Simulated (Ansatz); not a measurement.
Species: SiCl$_{2}$, charge 0, singlet. SiCl2 (SMILES Cl[Si]Cl).
B3LYP-D3(BJ)/def2-TZVP minimum from Ansatz (a quantum-chemistry and plane-wave program):
```xyz
3

Si    -0.0165     0.0173     0.9364
Cl     1.0611     1.2272    -0.3899
Cl    -1.0475    -1.2415    -0.3813
```

Total energies in cc-pV(D+d)Z, 18 correlated electrons, 15 frozen orbitals. UHF or UKS for unpaired electrons; spin-orbit terms are left out. Correlated methods leave the cores frozen. No relativity. The restricted determinant of Cl2Si (Cl[Si]Cl, singlet) is unstable towards broken spin symmetry in at least one set run.

| method | program | energy (Eh) | minus CCSDT(Q) (mEh) |
|---|---|---|---|
| HF | Ansatz | -1208.01391 | 400.66 |
| MP2 | Ansatz | -1208.36474 | 49.83 |
| CCSD | Ansatz | -1208.40125 | 13.32 |
| CCSD(T) | Ansatz | -1208.41251 | 2.05 |
| CCSDT(Q) | Ansatz | -1208.41457 | 0.00 |

Rough core times of Ansatz's runs on a shared machine: CCSD(T) under 20 s, CCSDT(Q) 2 min.
